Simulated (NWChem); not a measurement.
Molecule: Si₂H₃F, singlet; SMILES F[Si][SiH3]

Computed with NWChem. Low-valent species are run as closed-shell singlets; no triplet was tried in these runs. All runs use the structure optimised with PBE-D3(BJ)/def2-SVP. B3LYP is NWChem's, with the RPA form of VWN correlation. Ions are spin-unrestricted doublets at the neutral geometry; other ion states weren't tried.

### Question
Estimate the computed values for B3LYP/def2-SVPD. Quantities: vertical ionisation energy, ΔSCF (eV); −ε(HOMO) (eV).

### Answer
| Property | Result |
|---|---|
| vertical ionisation energy, ΔSCF (eV) | 8.69 |
| −ε(HOMO) (eV) | 6.39 |
